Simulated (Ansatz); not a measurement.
Harmonic frequencies (cm⁻¹) at PBE0-D4/def2-TZVP from Ansatz: 101, 274, 591, 695, 842, 920, 966, 974, 1008, 1092, 1144, 1152, 1165, 1194, 1239, 1247, 1321, 1371, 1417, 1446, 1505, 1518, 1547, 2918, 2971, 3039, 3063, 3096, 3109, 3574.

(1) Which molecule is it?
A. `C1COCN1`
B. `CN(C)C=O`
C. `C/C(O)=C/N`
D. `N=[C](O)[Al]([NH2])[NH2]`

## Answers

(1) A.
